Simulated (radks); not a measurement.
Results of a calculation; reference values are marked as such.
The europium anion Eu- inside a hard spherical wall (all orbitals vanish at R), configuration held at [Xe] 4f8 6s2 and not refilled when levels cross. Level of theory: scalar-relativistic Kohn-Sham, LDA (Slater exchange, Perdew-Wang correlation), spin-polarised, spherical densities, finite nucleus; open shells are filled with parallel spins first (spin-orbit coupling, left out, can overturn this in heavy ions); Fermi nuclear charge, rms radius 5.1115 fm (a radial shooting solver on a logarithmic mesh with Libxc functionals). Eigenvalues in eV for spin up, with the zero of energy where the potential of the charges vanishes at infinity; a dash marks a level that is unbound or too diffuse for the functional's potential to be trusted. A positive occupied level is held by the wall or, in an anion where self-interaction has pushed it up, behind a barrier. The pressure on the wall is -dE/dV.

| R (bohr) | E (hartree) | kinetic (hartree) | e(5s) | e(5p) | e(4f) | e(6s) | e(5d, empty) | e(6p, empty) | pressure (GPa) |
|---|---|---|---|---|---|---|---|---|---|
| 20 | -10836.1597 | 11604.716 | -43.676 | -22.549 | -2.133 | -1.810 | 0.110 | 0.633 | 0.0310 |
| 12 | -10836.0850 | 11604.684 | -40.669 | -19.708 | 1.207 | -0.005 | - | - | 0.257 |
| 8 | -10835.9759 | 11604.746 | -35.970 | -15.282 | 6.269 | 2.541 | 5.330 | 5.230 | 1.86 |
| 7 | -10835.9090 | 11604.886 | -34.268 | -13.683 | 8.067 | 3.894 | 6.730 | 7.148 | 4.23 |
| 3.5 | -10833.6087 | 11612.552 | -19.635 | 0.297 | 24.862 | 34.371 | 25.075 | 47.481 | 569 |
| 3 | -10831.3163 | 11620.401 | -11.690 | 8.761 | 34.584 | 58.183 | 36.775 | 75.825 | 1770 |
| 2.5 | -10825.7197 | 11638.578 | 3.617 | 26.121 | 52.391 | 107.82 | 60.227 | 132.10 | 6550 |
